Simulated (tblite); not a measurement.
Species: C3H5O3S (doublet state).
Z-matrix (Å and degrees, GFN2-xTB geometry), rows numbered from 1:
```
C 
C   1  1.3639
C   2  1.3641  1  130.63
S   2  1.8000  1  115.10  3   177.81
O   4  1.4328  2  111.35  1    17.41
O   4  1.4249  2  110.36  1   152.15
O   4  1.6230  2   99.27  1   -94.29
H   1  1.0761  2  121.97  3     0.92
H   1  1.0739  2  119.01  3   179.17
H   3  1.0736  2  118.77  1  -178.93
H   3  1.0762  2  121.98  1     0.12
H   7  0.9588  4  109.76  2   117.28
```

All values are computed: GFN2-xTB (tblite) harmonic vibrations without scaling, gas phase. Against measured fundamentals such values can be off by several per cent, at times by over 20. One conformer, not necessarily the lowest. Open shells enter through the occupations alone, without spin polarisation, and single modes of such species can be off by tens of per cent.

Harmonic wavenumbers (cm⁻¹): 38.4, 156.7, 181.8, 203.6, 311.8, 332.4, 396.3, 411.4, 420.6, 466.8, 506.4, 531.0, 639.6, 727.5, 779.3, 793.0, 880.5, 920.6, 1018.8, 1126.1, 1258.5, 1281.6, 1345.1, 1420.6, 1507.7, 3106.5, 3111.2, 3162.5, 3167.5, 3601.4.

A = 3359, B = 2220, C = 1843 MHz; mass 120.996 u (most abundant isotopes); point group C1, symmetry number 1; spin multiplicity 2.

Zero-point energy?

Half the sum of the wavenumbers: 16903 cm⁻¹ = 202.20 kJ/mol.

Give the ideal-gas entropy at 400 K and 1 bar in the rigid-rotor, harmonic-oscillator model (classical rotation).

Translation 174.77, rotation 118.93, vibration 122.84, spin (R ln 2) 5.76: S = 422.3 J/(mol K).

And Cp and H(400 K) − H(0)?

Cp = 160.32 J/(mol K), of which vibrations give 127.06 (their classical limit is 30 R = 249.4); H(400 K) − H(0) = 39.74 kJ/mol without the zero-point energy, 26.43 from vibrations.

Which modes carry the vibrational entropy at 400 K?

38.4 cm⁻¹: 24.78; 156.7 cm⁻¹: 13.19; 181.8 cm⁻¹: 11.99; 203.6 cm⁻¹: 11.09; 311.8 cm⁻¹: 7.78; 332.4 cm⁻¹: 7.31 J/(mol K); the other 24 give 46.69 together.

How do the functions run with temperature in this model?

```
 T (K)  S (J/(mol K))  Cp (J/(mol K))  H − H(0) (kJ/mol)  G − H(0) (kJ/mol)  ln q(vib)
   150          305.0            83.5               8.28             -37.48       1.96
   250          356.6           120.0              18.52             -70.62       3.84
298.15          379.0           134.7              24.65             -88.34       4.79
   600          494.2           193.7              75.44            -221.10      10.68
   900          578.7           222.0             138.20            -382.60      15.87
```

q(vib) and H(0) count from the zero-point level.

Hindered rotation and anharmonicity are outside this model. Other conformers, if any are populated, would add a mixing term that is left out. The structure is chiral; the term R ln 2 for an equal mix with its mirror image is left out.
